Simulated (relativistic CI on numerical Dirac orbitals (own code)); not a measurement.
Calculated at this level of theory: Dirac-Coulomb-Breit CI, orbitals from a KLI potential per configuration, QED by a radiative potential, valence Slater integrals scaled by 0.9, configuration energies shifted to the measured levels that pair with them (semi-empirical) (own radial code, finite nucleus).

Configurations in the expansion (outside the closed core [Ar]): 3d10 4s, 3d10 4p, 3d10 4d, 3d10 5s, 3d10 4f, 3d10 5p, 3d9 4s2, 3d10 5d, 3d10 6s, 3d10 6p, 3d10 5f, 3d9 4p2, 3d10 5g, 3d10 6d, 3d8 4s 4p2, 3d9 4s 4p, 3d10 6f, 3d9 4p 4d, 3d8 4s 4d2, 3d9 4s 4d, 3d9 4p 4f. Levels of other configurations are missing.

Configurations whose levels could be paired with our table of measured levels were shifted onto them, all but the ground configuration, by the median error of their levels; single terms can still be off by 1,000 to 2,000 cm⁻¹ or more, and rates follow the energies as ν³ (E1, M1) or ν⁵ (E2). The others borrow a shift and can be off by several thousand cm⁻¹ or more. 5 of the 5 excited levels that our extract of the measured tables holds in this range could be paired (the sources list more); they are missed by 58 cm⁻¹ on average and 129 at most, after the shifts were fitted to these levels, and levels without a partner can miss by more.

Outline of the computed level scheme of Se VI. Lowest level of each configuration: 3d10 4s 2S_1/2 at 0.0000 eV; 3d10 4p 2P°_1/2 at 13.9967 eV; 3d10 4d 2D_3/2 at 35.0685 eV; 3d10 5s 2S_1/2 at 41.3604 eV; 3d10 5p 2P°_1/2 at 46.3810 eV; 3d10 4f 2F°_7/2 at 50.7436 eV; 3d9 4s2 2D_5/2 at 51.2791 eV; 3d10 5d 2D_3/2 at 54.7120 eV; 3d10 6s 2S_1/2 at 57.2609 eV.

Some strong electric-dipole decays among the lowest 15 levels: 3d10 4d 2D_5/2 → 3d10 4p 2P°_3/2 (1.2e+10 s⁻¹); 3d10 4d 2D_3/2 → 3d10 4p 2P°_1/2 (1.0e+10 s⁻¹); 3d10 5s 2S_1/2 → 3d10 4p 2P°_3/2 (8.6e+09 s⁻¹); 3d10 5s 2S_1/2 → 3d10 4p 2P°_1/2 (4.2e+09 s⁻¹); 3d10 4p 2P°_3/2 → 3d10 4s 2S_1/2 (2.8e+09 s⁻¹); 3d10 4p 2P°_1/2 → 3d10 4s 2S_1/2 (2.5e+09 s⁻¹); 3d10 4d 2D_3/2 → 3d10 4p 2P°_3/2 (1.9e+09 s⁻¹).

LS names give the leading component of a level, which can be under half, so a name can repeat, a term be missing and a line seem to break the LS rules.
